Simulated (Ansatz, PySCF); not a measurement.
This PySCF input computes a SVWN5/def2-TZVPD energy:

```python
from pyscf import gto, scf, dft

mol = gto.M(
    atom='''
    Bi   -0.12178988   -0.08764525    0.18832819
    F    -0.32495132    1.62226459   -0.87482024
    F     1.44812468   -0.81398062   -0.86198414
    ''',
    basis='def2-tzvpd',
    ecp='def2-tzvp',
    charge=0,
    spin=1,
    verbose=4,
)

mf = dft.UKS(mol, xc='svwn').density_fit(auxbasis='def2-universal-jkfit')
mf.grids.level = 3
mf.conv_tol = 1e-9
mf.max_cycle = 100
mf.max_memory = 1500
mf.kernel()
if not mf.converged:
    mf = mf.newton()
    mf.kernel(mf.make_rdm1())
for _ in range(2):
    mo, _, stable, _ = mf.stability(return_status=True)
    if stable:
        break
    mf.kernel(mf.make_rdm1(mo, mf.mo_occ))
mf.analyze()
```

Question: Write an input for the same energy in Ansatz (an electronic-structure program) and say what it gives.

Answer: 
Ansatz 0.2 input:
```yaml
crystal:
  periodic: [false, false, false]
  atoms:
    - {symbol: Bi, position_ang: [-0.12178988, -0.08764525, 0.18832819]}
    - {symbol: F, position_ang: [-0.32495132, 1.62226459, -0.87482024]}
    - {symbol: F, position_ang: [1.44812468, -0.81398062, -0.86198414]}
basis:
  gaussian:
    orbitals: def2-TZVPD
hamiltonian:
  xc: {name: SVWN5}
magnetization: {spin_polarized: true, initial_magnetization: 1}
output: {forces: true}
```
It gives -412.93079 Eh, and PySCF -412.93081 Eh, a difference of 0.02 mEh, from the treatment of integrals and grids.

It need not be the lowest isomer of its formula.
